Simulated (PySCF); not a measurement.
C₂H₁₀OSi₃, SMILES C([SiH3])[Si@@H]([SiH3])C=O.

Geometry optimised at B3LYP-D3(BJ)/def2-SVP. The structure was generated by enumeration; whether it is a known compound was not checked. Other conformers were not sampled.

Method: SMD-PBE0/6-31G* in PySCF.

Solvation free energies are E(SMD) − E(gas) at the gas-phase geometry, for 1 M in both phases. In vacuum the dipole moment is 1.46 D.

| solvent | ΔG(solv) (kcal/mol) | its non-electrostatic (CDS) part | dipole (D) |
|---|---|---|---|
| water | 1.8 | 6.7 | 2.14 |
| chlorobenzene | -2.5 | -0.2 | 1.72 |
| acetone | -3.2 | -0.2 | 1.81 |
